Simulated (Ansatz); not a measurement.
Species: tetramethylurea, C₅H₁₂N₂O (charge 0, singlet). SMILES: CN(C)C(=O)N(C)C
Coordinates optimised at B3LYP-D3(BJ)/def2-TZVP (Ansatz, a quantum-chemistry and plane-wave program):
```xyz
20

C      1.3146    -1.5952     0.0576
N      1.1551    -0.1742    -0.2070
C      2.3999     0.5719    -0.2500
C      0.0324     0.5245     0.2084
O      0.1024     1.6587     0.6591
N     -1.1747    -0.1446     0.0803
C     -2.3339     0.4967     0.6747
C     -1.4731    -0.9719    -1.0777
H      1.6632    -2.1279    -0.8318
H      2.0511    -1.7494     0.8547
H      0.3752    -2.0308     0.3823
H      2.2060     1.5888    -0.5778
H      2.8853     0.6167     0.7321
H      3.0789     0.0856    -0.9528
H     -3.0898    -0.2629     0.8824
H     -2.0471     0.9856     1.6008
H     -2.7700     1.2525     0.0107
H     -1.9136    -1.9277    -0.7798
H     -0.5724    -1.1640    -1.6518
H     -2.1875    -0.4596    -1.7325
```

Property: atomisation energy (electronic, to ground-state atoms), in eV. Correlated levels leave the core frozen unless marked. UHF or UKS for open shells. No spin-orbit coupling. Non-relativistic. The coupled-cluster limit lacks core correlation, which all-electron functionals hold. CBS(X,Y): correlation extrapolated as X^-3; Hartree-Fock from the larger set. The bracket is a focal-point correction in the basis named.

| level | program | atomisation energy (eV) |
|---|---|---|
| B3LYP-D4/def2-TZVPD | Ansatz + dftd4 | (withheld) |
| r2SCAN0-D4/def2-TZVPD | Ansatz + dftd4 | 81.30 |
| r2SCAN0/def2-TZVPD | Ansatz | 81.15 |
| RI-MP2/CBS(cc-pVTZ,cc-pVQZ)+[CCSD(T)-MP2]/cc-pVTZ | Ansatz | (withheld) |

Q: What belongs in the gaps?

A: 
- B3LYP-D4/def2-TZVPD, atomisation energy (eV): 82.80
- RI-MP2/CBS(cc-pVTZ,cc-pVQZ)+[CCSD(T)-MP2]/cc-pVTZ, atomisation energy (eV): 82.46
